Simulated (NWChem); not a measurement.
SbF2 cation; SMILES [F][Sb+][F]

Results from NWChem. Structure relaxed at the PBE0/def2-SVP level. def2 effective core potentials on Sb; no spin-orbit coupling.

Q: Estimate the computed values for PBE0/def2-SVPD. Quantities: highest occupied level (eV); orbital gap (eV).

A: The highest occupied level (eV) is -17.48. The orbital gap (eV) comes out as 6.30.
